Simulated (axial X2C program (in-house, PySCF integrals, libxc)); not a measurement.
## Working with the constants of HfBr

A bond curve at the B3LYP level, 2c, was computed with an in-house all-electron X2C program for linear molecules (integrals from PySCF) (basis Hf dyall-cv3z [13s14p9d7f4g], Br dyall-cv3z [8s9p6d4f1g] (cores contracted in-house)) for the state Ω = 3/2 (⟨Sz⟩ = -0.45, ⟨Lz⟩ = 1.95 at B3LYP). Its fit gives Re = 2.4665 Å, ωe = 242.7 cm⁻¹, ωexe = 0.536 cm⁻¹ and αe = 1.510e-04 cm⁻¹; the masses are 179.9465 and 78.9183 u. Two-component means X2C with spin–orbit coupling and atomic mean-field Coulomb and Gaunt terms.

**Question.** Find the reduced mass, Be and the force constant.

**Answer.** From the B3LYP values: μ = 54.8590 u. Be = 16.8576/(μ Re²) = 0.05051 cm⁻¹. k = 5.8918×10⁻⁷ μ ωe² = 1.9 mdyn/Å.

**Question.** The dipole moment p changes by 4.26 D/Å at Re. What harmonic infrared intensity follows?

**Answer.** I = 42.256 × (dp/dR)²/μ = 14 km/mol.

**Question.** A Morse curve ties αe to the other constants (Pekeris). How well does that hold?

**Answer.** αe(Morse) = 6Be²/ωe × (√(ωexe/Be) − 1) = 1.424e-04 cm⁻¹; the B3LYP curve gives 1.510e-04 cm⁻¹, a ratio of 0.94.

**Question.** Where do the fundamental and the first overtone lie?

**Answer.** ν(1←0) = ωe − 2ωexe = 241.6 cm⁻¹; ν(2←0) = 2ωe − 6ωexe = 482.2 cm⁻¹.

**Question.** Estimate the centrifugal constant by the Kratzer relation.

**Answer.** D = 4Be³/ωe² = 8.75e-09 cm⁻¹.

The state is one determinant whose occupation by symmetry is held fixed; it was picked as the lowest of a PBE0 search that is not exhaustive. Density functionals use the spin component along the axis (collinear). Other states lie close and PBE0, whose exact exchange favours high spin, may order them wrongly; the determinant shown need not be the ground state. The nearest other 2c determinant of the search, Ω = 1/2, lies 0.35 eV up at the distance of the search. Without a current term, density functionals place determinants with orbital angular momentum somewhat too high.
